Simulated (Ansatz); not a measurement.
Consider the formal exchange of groups at the Si–Si bond: `B[SiH2][SiH2][SiH3]` + `C[CH2][SnH3]` → `C[CH2][SnH2][SiH3]` + `B[SiH2][SiH3]`.

Computed with Ansatz on PBE0-D4/def2-TZVP structures; ΔE is electronic, products minus reactants. CCSD(T)/CBS adds triple-zeta CCSD(T) − MP2 to the extrapolated MP2 energy (def2 sets, frozen cores). DFT in def2-TZVPP. B3LYP here is the variant with VWN-RPA as its local correlation; programs differ in this. Elements past krypton have def2 core potentials. For Sn outer-core shells are correlated without core-valence functions, which leaves a few kJ/mol of doubt a bond. Each species was taken in one conformer, which may not be the lowest.

Q: Is it downhill or uphill in electronic energy at CCSD(T)/CBS, and by how much? (Estimate.)

A: Ansatz gave: Downhill: ΔE = -23.2 kJ/mol.

Q: What do these levels give: PBE-D4, r2SCAN-D4, PBE0-D4, B2PLYP, PBE, B3LYP, MP2/def2-TZVPP, SCS-MP2/def2-TZVPP, MP2/def2-QZVPP, HF/CBS(def2), MP2/CBS(def2), CCSD/CBS(def2)? (An estimate is asked.)

A: Computed: PBE-D4 -15.9, r2SCAN-D4 -17.6, PBE0-D4 -16.5, B2PLYP -22.3, PBE -17.3, B3LYP -22.3, MP2/def2-TZVPP -23.5, SCS-MP2/def2-TZVPP -23.2, MP2/def2-QZVPP -26.0, HF/CBS(def2) -23.3, MP2/CBS(def2) -27.7, CCSD/CBS(def2) -24.1 kJ/mol.

Largest T1 diagnostic among the species: 0.014.
